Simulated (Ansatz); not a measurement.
The cluster Y2O3⁻, 5 atoms. Hardware: 4 threads of Intel Xeon on a shared host.

In the def2 sets Y takes a core potential; there is no spin–orbit coupling. Correlated methods freeze 3 core orbitals; core or outer-core shells of Y are correlated, in sets that lack core-valence functions.

Problem. How many basis functions does each of these Ansatz runs have, and roughly what does it cost? PBE0-D4/def2-TZVPD, charge -1 doublet, energy, from earlier orbitals; LDA (SPW92)/def2-TZVPD, charge -1 doublet, energy, from earlier orbitals; PBE-D4/def2-SVP, charge -1 doublet, energy with a search over starts; CCSD(T)/def2-SVPD, charge -1 doublet, energy, from earlier orbitals; PBE-D4/def2-TZVPD, charge -1 doublet, energy and forces, from earlier orbitals; r2SCAN-D4/def2-TZVPD, charge -1 doublet, energy, from earlier orbitals; r2SCANh-D4/def2-TZVPD, charge -1 doublet, energy, from earlier orbitals; MP2/def2-TZVPD, charge -1 doublet, energy, from earlier orbitals; BLYP-D4/def2-TZVPD, charge -1 doublet, energy, from earlier orbitals; HF/STO-3G, charge -1 doublet, energy; PBE-D4/def2-SVPD, charge -1 doublet, relaxation, 9 steps.

Solution. Other jobs shared the machine, so times can vary by a factor of up to 3. A dash marks memory too small to be measured apart from the calling script's.

| run | functions | fitting or Cholesky vectors | wall time | peak host memory (GiB) |
| --- | --- | --- | --- | --- |
| LDA (SPW92)/def2-TZVPD, charge -1 doublet, energy, from earlier orbitals | 200 | 1224 | 3.8 s | – |
| HF/STO-3G, charge -1 doublet, energy | 69 | 860 | 5 s | – |
| BLYP-D4/def2-TZVPD, charge -1 doublet, energy, from earlier orbitals | 200 | 1224 | 8 s | – |
| PBE-D4/def2-TZVPD, charge -1 doublet, energy and forces, from earlier orbitals | 200 | 1224 | 9.5 s | – |
| MP2/def2-TZVPD, charge -1 doublet, energy, from earlier orbitals | 200 | 1460 | 13 s | 0.57 |
| PBE-D4/def2-SVP, charge -1 doublet, energy with a search over starts | 104 | 1007 | 20 s | – |
| PBE0-D4/def2-TZVPD, charge -1 doublet, energy, from earlier orbitals | 200 | 1316 | 25 s | 0.95 |
| r2SCAN-D4/def2-TZVPD, charge -1 doublet, energy, from earlier orbitals | 200 | 1224 | 38 s | 0.7 |
| PBE-D4/def2-SVPD, charge -1 doublet, relaxation, 9 steps | 137 | 1145 | 42 s | – |
| r2SCANh-D4/def2-TZVPD, charge -1 doublet, energy, from earlier orbitals | 200 | 1224 | 44 s | 1 |
| CCSD(T)/def2-SVPD, charge -1 doublet, energy, from earlier orbitals | 137 | 1286 | 3.8 min | 3.1 |
